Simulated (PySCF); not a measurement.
[TaCl6]- (charge -1 and singlet state).
Bonds: Ta1–Cl2, Ta1–Cl3, Ta1–Cl4, Ta1–Cl5, Ta1–Cl6, Ta1–Cl7.

Computed by this run: PBE0-D3(BJ)/def2-SVP geometry optimisation, gas phase, def2 core potentials past Kr in PySCF; density fitting, grid level 1; the optimiser is geomeTRIC in internal coordinates, started from a GFN2-xTB structure with every atom displaced at random (about 0.03 Å).

Step 0: E = -76652.1922 eV
```
atom  x, y, z in Å  |  force x, y, z in eV/Å
Ta1     0.0615   -0.0765    0.0125   -0.570   1.990  -0.702
Cl2    -0.0244   -0.0132    2.3507    0.066  -0.049   0.257
Cl3    -0.0300    0.0119   -2.3828    0.206  -0.092   0.323
Cl4     2.4568    0.0044    0.0033   -0.485  -0.064  -0.014
Cl5    -2.3651   -0.0371   -0.0558    0.546  -0.086   0.119
Cl6    -0.0313    2.3716    0.0068    0.150  -0.705   0.027
Cl7     0.0245   -2.3630   -0.0033    0.087  -0.994  -0.010
```

Problem. Estimate the geometry and energy of step 1. (The exact step hangs on the optimiser's Hessian estimate; all steps are aligned on step 0, rigid shifts and turns removed.)

Solution. E = -76652.2975 eV, largest force 0.629 eV/Å
```
atom  x, y, z in Å  |  force x, y, z in eV/Å
Ta1     0.0400   -0.0464    0.0048   -0.395   0.454  -0.184
Cl2    -0.0608    0.0046    2.3623    0.162  -0.096   0.140
Cl3     0.0154    0.0158   -2.3633   -0.006  -0.076  -0.091
Cl4     2.3913    0.0427   -0.0493    0.198  -0.155   0.130
Cl5    -2.3354   -0.0507   -0.0284   -0.048   0.007  -0.037
Cl6     0.0194    2.3325    0.0149   -0.039   0.027   0.009
Cl7     0.0219   -2.4006   -0.0096    0.127  -0.161   0.032
```

The energy changes by -0.1052 eV. The first-order estimate −F·Δx gives -0.2159 eV and the mean of the old and new forces, exact on a quadratic surface, -0.1028 eV. The step makes an angle of 57° with the force vector and moves no atom by more than 0.092 Å.

The cost below is that of the whole optimisation. Hardware: an Intel Xeon Platinum 8488C with one thread, no GPU, on a shared host. Cost: 2.0 min, 0.64 GiB resident at most.
